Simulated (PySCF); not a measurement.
# Computed properties of CdFHS, SMILES [F][Cd][SH]

CdFHS, SMILES [F][Cd][SH]. Geometry: B3LYP-D3(BJ)/def2-TZVP. The def2 effective core potentials stand for the cores of Cd; spin–orbit coupling is left out. The values are those of a single conformer. All values are computed for the isolated molecule unless a solvent is named; none is compared with measurement here.

**Structure.** The optimised structure has Cs symmetry. All 6 harmonic modes at B3LYP-D3(BJ)/def2-TZVP (PySCF) are real, so it is a minimum. With heavy atoms numbered as in [Cd:1]([F:2])[SH:3], the shortest bond between them is Cd1–F2 at 1.953 Å and the longest Cd1–S3 at 2.333 Å.

**Vibrations.** The strongest infrared lines (harmonic, unscaled, degenerate partners summed) lie at 573 cm⁻¹ (87 km/mol, F 80 %, Cd 19 %), 107 cm⁻¹ (18 km/mol, F 51 %, Cd 28 %, S 19 %), 111 cm⁻¹ (16 km/mol, F 51 %, Cd 29 %, S 20 %). The softest mode is at 107 cm⁻¹ and the zero-point energy is 6.4 kcal/mol.

**Electronic structure.** ωB97X/def2-TZVPD (PySCF) places the frontier levels at -10.06 and -0.08 eV, a gap of 9.98 eV, and gives a dipole moment of 1.74 D and a mean polarisability of 50.8 bohr³.

**Excitations.** TDDFT-CAM-B3LYP/def2-SVPD (PySCF) has S1 at 4.41 eV (281 nm, f = 0.020, weak); the most intense of the 10 singlets computed lies at 7.02 eV (f = 0.39). T1 (TDA) is at 4.02 eV. No vertical singlet excitation falls in the visible range (under 3.1 eV).
